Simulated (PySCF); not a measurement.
A run for PySCF: R-HF/STO-3G on MgAl+, 2S+1 = 1, a point of a bond scan (R = 2.912 Å). Charge +1.

```python
from pyscf import gto, scf, dft, mp
from pyscf.data.elements import chemcore

mol = gto.M(
    atom='''
    Mg    0.00000000    0.00000000    0.00000000
    Al    0.00000000    0.00000000    2.91191700
    ''',
    basis='sto-3g',
    charge=1, spin=0, verbose=3, max_memory=1800)
mf = scf.RHF(mol)
mf.conv_tol = 1e-8
mf.max_cycle = 100
mf.kernel()
if not mf.converged:
    mf = mf.newton().run(mf.mo_coeff, mf.mo_occ)
```

**Question.** Predict the final total energy.

**Answer.** -435.9506 hartree.
